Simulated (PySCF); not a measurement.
Ionising NaAs

PBE0; PySCF, no relativity, basis sets Na pcseg-1, As pcseg-1. Neutral (UKS): triplet (π ↑↑), Re = 2.750 Å, ωe = 229 cm⁻¹, De = 1.25 eV, HOMO -4.31 eV, LUMO -1.49 eV.

NaAs⁺ (UKS): quartet (σ ↑, π ↑↑), Re = 3.220 Å, ωe = 99.9 cm⁻¹, De = 0.25 eV to Na⁺ + As. The energies at the minima are -2397.50057 hartree for NaAs and -2397.27061 for NaAs⁺.

Question: Work out the adiabatic ionisation energy, without and with harmonic zero-point energies (1 hartree = 27.2114 eV, 1 eV = 8065.5 cm⁻¹), and the change of the bond length.

Answer: At PBE0: 0.22996 hartree = 6.258 eV between the minima; the zero-point term (99.9 − 229.0)/2 cm⁻¹ = -0.008 eV makes it 6.250 eV. Re changes by +47.0 pm against the neutral. The electron leaves a σ orbital, and the ion is left as a loose complex of an ion and an atom.

Weak bonds: NaAs⁺. Basis-set superposition, not corrected here, can be much of De in a small basis, most of all at correlated wavefunction levels. Spin–orbit coupling is left out. For an ion De counts to the pair picked by the measured ionisation energies or electron affinities, which need not be the lowest pair at this level. States were picked by a PBE0 search and need not be the measured ground states.
